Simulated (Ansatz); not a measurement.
Ideal-gas functions of C4H2F2Sn, SMILES `C#[C][Sn]([F])([F])[C]#C` at 298.15 K and 1 bar, from an Ansatz frequency run at PBE0-D4/def2-TZVP.

Molar mass 206.77 g/mol, point group C2v (symmetry number 2), electronic degeneracy 1, moments of inertia 238.913, 370.451, 440.224 u Å². Harmonic wavenumbers (cm⁻¹, unscaled): 67, 90, 100, 134, 176, 238, 246, 278, 283, 471, 499, 649, 651, 742, 742, 745, 746, 2165, 2166, 3461, 3461.

Use S(trans) = R[1.5 ln M + 2.5 ln T − 1.1517]; rotational temperatures θ = 24.2544 K / I; S(rot) = R[ln(√π/σ · √(T³/θAθBθC)) + 1.5]; for each mode x = 1.438777 ν̃/T, S = R[x/(eˣ − 1) − ln(1 − e⁻ˣ)] and H = RT x/(eˣ − 1); 1 cm⁻¹ = 0.0119627 kJ/mol; R = 8.31446 J/(mol·K).

By hand: the entropy, in J/(mol·K).

Translation 175.3. Rotation: θ = 0.1015, 0.0655, 0.0551 K, giving 115.4. Vibration, mode by mode: 17.74, 15.31, 14.45, 12.08, 9.92, 7.61, 7.36, 6.47, 6.34, 3.07, 2.76, 1.56, 1.55, 1.09, 1.09, 1.08, 1.07, 0.00, 0.00, 0.00, 0.00, in all 110.6. Electronic 0.0. Sum 401.3 J/(mol·K).

By hand: H − E and G − E in kJ/mol, counted from the electronic energy.

Zero-point energy ½ × 18110 × 0.0119627 = 108.3; thermal vibration 17.3; translation, rotation and pV give 4 RT = 9.9. H − E = 135.5 kJ/mol, and G − E = 135.5 − 298.15 × 401.3/1000 = 15.9 kJ/mol.

Vibration gives 28 % of the entropy, 59.6 J/(mol·K) of it from the modes under 150 cm⁻¹: soft modes count most, and the harmonic formula is weakest for them.
